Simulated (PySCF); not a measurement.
CH7Al2Cl2N.
SMILES with atom numbers: `[CH3:1][NH:2][AlH-:3]1[Cl+:4][AlH2-:5][Cl+:6]1` (hydrogens: H7, H8, H9 on C1; H10 on N2; H11 on Al3; H12, H13 on Al5)

The closed-shell SCF was solved with PySCF and density fitting under several settings on one GFN2-xTB geometry (grid level 2 and gas phase unless stated).

```json
{"settings": "PBE0/pcSseg-1", "basis functions": "165", "SCF cycles": "12", "E (Eh)": "-1501.7775", "HOMO (eV)": "-6.74", "LUMO (eV)": "-0.24", "dipole (D)": "1.67"}
{"settings": "PBE0/def2-SVPD", "basis functions": "198", "SCF cycles": "12", "E (Eh)": "-1501.3592", "HOMO (eV)": "-6.78", "LUMO (eV)": "-0.35", "dipole (D)": "1.57"}
```

Task: Estimate the rows for these settings: (1) LDA/aug-cc-pVDZ, grid level 3; (2) PBE0/6-311G**, grid level 3; (3) HF/6-311G**, fitting basis def2-qzvpp-jkfit, start guess huckel.

Result: 
```tsv
settings	basis functions	SCF cycles	E (Eh)	HOMO (eV)	LUMO (eV)	dipole (D)
LDA/aug-cc-pVDZ, grid level 3	217	13	-1496.5734	-5.55	-1.37	1.64
PBE0/6-311G**, grid level 3	182	12	-1501.8950	-6.68	-0.27	1.65
HF/6-311G**, fitting basis def2-qzvpp-jkfit, start guess huckel	182	10	-1499.4437	-10.02	2.19	1.52
```

Task: Over all rows, what range does the HOMO–LUMO gap span?

Result: From 4.18 eV (LDA/aug-cc-pVDZ, grid level 3) to 12.21 eV (HF/6-311G**, fitting basis def2-qzvpp-jkfit, start guess huckel). The functional of the narrowest has no exact exchange, that of the widest 100 % exact exchange.

Task: And the dipole moment?

Result: From 1.52 D (HF/6-311G**, fitting basis def2-qzvpp-jkfit, start guess huckel) to 1.67 D (PBE0/pcSseg-1); the largest is 1.10 times the smallest, and the median is 1.64 D.

Task: Compare two rows with the functional PBE0: PBE0/6-311G**, grid level 3 and PBE0/pcSseg-1. Which energy is lower, and by how much?

Result: PBE0/6-311G**, grid level 3 (182 functions) lies 0.1175 Eh or 74 kcal/mol below PBE0/pcSseg-1 (165 functions).

Whole jobs, the steps after the SCF included, on Intel Xeon Platinum 8259CL at 2.50 GHz, one thread, on a shared host:

| settings | work after the SCF | wall time | peak memory |
| --- | --- | --- | --- |
| PBE0/pcSseg-1 | shieldings, charges and field gradients | 37 s | 0.74 GiB |
| PBE0/def2-SVPD | 6 singlets by full TDDFT, 2 Tamm–Dancoff triplets, polarisability | 34 s | 0.82 GiB |
| LDA/aug-cc-pVDZ, grid level 3 | spin–spin couplings from 9 perturbed nuclei, spin–dipole term for 1 of them | 55 s | 0.70 GiB |
| PBE0/6-311G**, grid level 3 | spin–spin couplings from 9 perturbed nuclei, spin–dipole term for 1 of them | 53 s | 0.84 GiB |
| HF/6-311G**, fitting basis def2-qzvpp-jkfit, start guess huckel | spin–spin couplings from 9 perturbed nuclei, spin–dipole term for 1 of them | 28 s | 0.82 GiB |

Cycle counts include a coarse-grid stage where the run had one. All basis functions are spherical, in the Pople sets too.

Conformer computed: `[CH3:1][NH:2][AlH-:3]1[Cl+:4][AlH2-:5][Cl+:6]1`: C1–N2–Al3–Cl4 139°.

One conformer stands for the species.
